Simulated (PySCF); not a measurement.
## `C#CC1=[CH][Ge@@H]([PH2])[CH]=C1`, C6H7GeP

Cartesian coordinates in Å; atom numbers follow the order of the lines, from 1:
```xyz
15

C    -3.362    1.223    0.647
C    -2.299    0.758    0.335
C    -1.057    0.186   -0.016
C    -0.058    0.867   -0.609
Ge    1.463   -0.346   -0.850
P     3.411    0.112    0.320
C     0.340   -1.760   -0.082
C    -0.837   -1.238    0.266
H    -4.288    1.638    0.912
H    -0.142    1.914   -0.848
H     1.782   -0.593   -2.313
H     3.403    1.443   -0.078
H     2.697    0.396    1.477
H     0.581   -2.796    0.084
H    -1.638   -1.795    0.733
```

Theory: GIAO HF/pcSseg-1 magnetisability, rotational g tensor and spin-rotation constants, non-relativistic, gas phase in PySCF. Geometry: GFN2-xTB.

The calculation is non-relativistic, which matters for the atoms heavier than Zn.

Question: How diamagnetic is it, and how anisotropic?

Answer: Isotropic -1668 × 10⁻³⁰ J/T², or -100.4 × 10⁻⁶ cm³/mol; principal values -1922, -1558, -1523 × 10⁻³⁰ J/T², anisotropy 382 × 10⁻³⁰ J/T² (root of half the summed squared differences of the principal values). The susceptibility is in cgs units.

Question: Split it along the inertial axes a, b, c into diamagnetic and paramagnetic parts about the centre of mass, with the quadrupole moment.

Answer: 
| axis | χ (10⁻⁶ cm³/mol) | diamagnetic (10⁻⁶ cm³/mol) | paramagnetic (10⁻⁶ cm³/mol) | summed x² of all electrons (Å²) | quadrupole Θ (D Å) |
| --- | --- | --- | --- | --- | --- |
| a | -94.5 | -522.3 | 427.8 | 385.6 | +1.16 |
| b | -97.3 | -1830.8 | 1733.5 | 77.2 | +2.40 |
| c | -109.4 | -1963.6 | 1854.2 | 45.9 | -3.56 |

Anisotropies 2χaa − χbb − χcc = +17.8 and 2χbb − χaa − χcc = +9.2 × 10⁻⁶ cm³/mol. Θ is traceless in Buckingham's convention.

Question: And the rotational g tensor?

Answer: 
```tsv
axis	rotational constant (GHz)	g	nuclear part	electronic part
a	3.0741	-0.0367	0.5812	-0.6179
b	0.6576	-0.0072	0.5283	-0.5355
c	0.6149	-0.0022	0.5334	-0.5357
```
Asymmetric top; isotopes 12C, 74Ge, 1H, 31P; no vibrational averaging.
